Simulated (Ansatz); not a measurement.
Energy profile

The step: CH₄ClGa ([CH3][GaH][Cl]) → CH₃Ga ([CH3][Ga]) + HCl; bonds formed: Cl2–H3; bonds broken: Ga1–Cl2, Ga1–H3 (atoms numbered as in the saddle structure below).

```json
{"atom": "Ga1", "x (Å)": "-0.8484", "y (Å)": "-0.6908", "z (Å)": "-0.2128"}
{"atom": "Cl2", "x (Å)": "1.0409", "y (Å)": "-1.7125", "z (Å)": "-1.7472"}
{"atom": "H3", "x (Å)": "-0.5210", "y (Å)": "-1.9208", "z (Å)": "-1.3060"}
{"atom": "C4", "x (Å)": "-0.0429", "y (Å)": "0.8635", "z (Å)": "0.6946"}
{"atom": "H5", "x (Å)": "-0.7517", "y (Å)": "1.3521", "z (Å)": "1.3645"}
{"atom": "H6", "x (Å)": "0.2961", "y (Å)": "1.5785", "z (Å)": "-0.0594"}
{"atom": "H7", "x (Å)": "0.8270", "y (Å)": "0.5300", "z (Å)": "1.2666"}
```

Electronic energies by CCSD(T) at an estimated basis limit (MP2 extrapolated from triple and quadruple zeta, plus CCSD(T) − MP2 in triple zeta), on PBE0-D4/def2-TZVP structures; CH4ClGa, closed shell; no counterpoise correction. Ansatz 0.2.0; basis: def2-TZVPP and def2-QZVPP; cores frozen in the correlated methods. Filled d shells of the heavier atoms are correlated. The def2 sets are not built for correlating such inner shells, so the correlated values are less sure here. Extrapolation: Hartree–Fock as exp(−7.88 √X), correlation as X^−2.97.

Q: Give the profile in eV, counted from the start structure. (An estimate is asked for; the value comes from the calculation.)

A: Computed:
```tsv
point	eV
start structure	0.000
saddle	2.420
end structure	1.873
separated: CH3Ga (linked as [CH3][Ga]; Ga1, C4, H5, H6, H7; singlet) + HCl (Cl2, H3; singlet)	2.034
```

T1 diagnostic: at most 0.014. The restricted Hartree–Fock reference is unstable towards an unrestricted one at one or more of these structures.

For scale, one of the runs: CCSD(T)/def2-TZVPP, 177 basis functions, launched by `ansatz run in.yaml --threads 2 --pin off --events-out ev --progress --plain --max-ram 4352MiB`. Time: 24 s of wall clock on 2 CPU threads; the host was shared. Peak host memory: 1.6 GiB.
